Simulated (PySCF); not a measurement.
The same groups moved round the core (silole mercapto). All species are isolated molecules in the gas phase. One relaxed conformer stands for each flexible species; it need not be the lowest. Strings in code marks are SMILES.

The HOMO–LUMO gap from two functionals at the same geometries (PBE0-D3(BJ)/def2-TZVP), both in PySCF: PBE-D3(BJ)/def2-TZVP and PBE0-D3(BJ)/def2-TZVP. 

```json
[
 {"species": "`SC1=CC=C[SiH2]1` (H–S–C–Si torsion 0°)", "PBE-D3(BJ)/def2-TZVP (eV)": "2.67"},
 {"species": "`SC1=C[SiH2]C=C1` (H–S–C–C torsion 180°)", "PBE-D3(BJ)/def2-TZVP (eV)": "2.94"},
 {"species": "`S[SiH]1C=CC=C1` (H–S–Si–C torsion 54°)", "PBE-D3(BJ)/def2-TZVP (eV)": "3.10"}
]
```

Question: What does PBE0-D3(BJ)/def2-TZVP give for each?

Answer: 
- `SC1=CC=C[SiH2]1` (H–S–C–Si torsion 0°): 4.47
- `SC1=C[SiH2]C=C1` (H–S–C–C torsion 180°): 4.81
- `S[SiH]1C=CC=C1` (H–S–Si–C torsion 54°): 5.03
Over these rows, drawn at random from the members with no instability flagged (it was tested for open shells, ions and some series alone), PBE minus PBE0-D3(BJ): mean -1.87 eV, from -1.94 eV to -1.80 eV.
